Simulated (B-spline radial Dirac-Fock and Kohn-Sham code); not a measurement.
# K-line shifts caused by a second vacancy in Xe³³⁺

System: the Xe³³⁺ ion, configuration [Ar] 3d3.

Input file task.json (cfg lists n, l and occupation; rrms is the nuclear radius in fm):

```json
{"items": [{
  "Z": 54,
  "q": 33,
  "cfg": [[1, 0, 2], [2, 0, 2], [2, 1, 6], [3, 0, 2], [3, 1, 6], [3, 2, 3]],
  "A": 132,
  "rrms": 4.7859,
  "do": ["binding", "quiet", "double"]
}]}
```

Launch: `python xray_run.py task.json out`

Model: Dirac-Fock energy differences between relaxed states, corrected for Breit and QED terms. Program: a radial B-spline solver. Each two-hole energy is an average over J within one jj subconfiguration, not an observable level; in light atoms, where LS coupling holds, the j-resolved values are not observed lines, and for a K spectator the Kα1 hypersatellite is nearly forbidden. The model has no electron correlation.

Lines without a spectator: Kα2 (K-L2) 29493.8 eV, Kα1 (K-L3) 29819.0 eV, Kβ3 (K-M2) 33839.3 eV, Kβ1 (K-M3) 33913.2 eV. Shifts in eV with one spectator hole (a dash: not computed, or left out as unreliable):

| spectator hole | Kα2 | Kα1 | Kβ3 | Kβ1 |
| --- | --- | --- | --- | --- |
| L2 (2p1/2) | +76.0 | +96.4 | – | +205.9 |
| L3 (2p3/2) | +71.9 | +73.3 | +179.5 | – |
| M2 (3p1/2) | – | +16.26 | +38.9 | +44.8 |
| M3 (3p3/2) | +12.10 | – | +38.7 | +38.4 |

Q: Where does the K-L3 hypersatellite lie, emitted when both K electrons are missing?

A: +662.4 eV from the normal line, at 30481.4 eV. Removing both K electrons costs 73380.3 eV, which is 951.2 eV more than twice the K binding energy.

With n spectator holes in 2p, averaged over the 2p shell (energies in eV):

```csv
n,KαLⁿ,step,hypersatellite KαʰLⁿ
0,29710.5,–,30364.8
1,29789.8,+79.3,30445.8
2,29870.6,+80.8,30528.2
3,29952.9,+82.3,30612.2
4,30036.8,+83.9,30697.7
5,30122.2,+85.4,30784.8
```
